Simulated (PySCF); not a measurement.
**Distorted geometries of [BiCl4]−**

[BiCl4]− (singlet). PySCF 2.14.0, RKS r2SCAN, Bi def2-SVP with ECP60, Cl def2-SVP; non-relativistic Hamiltonian with scalar-relativistic core potentials where named; density fitting; no spin-orbit coupling. Relaxed geometry:

```xyz
5

Bi    0.0049    0.2339    0.0000
Cl   -0.0267   -1.2861    2.1349
Cl   -0.0267   -1.2861   -2.1349
Cl    2.1429    1.7392    0.0000
Cl   -2.0688    1.8268    0.0000
```

Task: Order these distorted geometries by energy above the relaxed one, lowest first.
A.
```xyz
5

Bi    0.1227    0.4242    0.2139
Cl   -0.1343   -1.3911    1.8919
Cl    0.0422   -1.2977   -1.6317
Cl    2.0319    1.5557   -0.2831
Cl   -2.0370    1.9366   -0.1911
```
B.
```xyz
5

Bi    0.0146    0.2276   -0.0046
Cl   -0.0431   -1.3046    2.1268
Cl    0.0027   -1.2717   -2.1271
Cl    2.0964    1.7401    0.0162
Cl   -2.0452    1.8362   -0.0113
```
C.
```xyz
5

Bi   -0.0865    0.1719   -0.0305
Cl   -0.0389   -1.2909    2.0608
Cl   -0.0173   -1.1941   -2.1137
Cl    2.1360    1.7636    0.0608
Cl   -1.9678    1.7771    0.0226
```

Result: B (0.01 eV), C (0.27 eV), A (1.08 eV).

Task: Which forces (eV/Å) act in the one that lies 0.27 eV up?

Result: 
```
Bi   1.92  0.70  0.66
Cl  -0.10 -0.52  0.64
Cl  -0.07 -0.83 -1.25
Cl  -0.43 -0.31 -0.03
Cl  -1.32  0.96 -0.01
```
Forces carry noise of the integration grid, about 0.01 to 0.03 eV/Å.

No frequency check is given that shows the relaxed geometry to be a minimum.
